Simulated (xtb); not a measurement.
SiH2FBr, SMILES F[SiH2]Br. All values are semi-empirical tight-binding results from xtb (GFN2-xTB unless named), good for trends rather than for accurate numbers. The structure is a stationary point at GFN2-xTB.

Optimised geometry:

```xyz
5

Si     0.5390    -1.0919     0.0000
F     -0.8158    -1.9380     0.0000
Br    -0.0749     1.0138     0.0000
H      1.2092    -1.3776     1.2465
H      1.2092    -1.3776    -1.2465
```
Charge 0, spin multiplicity 1.

```json
{
 "point_group_as_xtb_finds_it": "Cs",
 "orbital_gap": "5.90 eV",
 "zero_point_energy": "12.7 kcal/mol",
 "G − E(el) at 298.15 K (modified RRHO)": "-5.1 kcal/mol",
 "static polarisability (D4 model)": "53.4 bohr³",
 "solvation energy, GFN2-xTB/ALPB(water)": "0.7 kcal/mol",
 "solvation energy, GFN2-xTB/ALPB(methanol)": "-1.5 kcal/mol"
}
```

Problem. Give the atomic charges and the Wiberg bond orders between heavy atoms. (An estimate is asked for; the answer gives what the named calculation found.)

Solution. charges (e) Si1 0.57, F2 -0.26, Br3 -0.17, H4 -0.07, H5 -0.07. Bond orders Si1–F2 1.12, Si1–Br3 1.15.
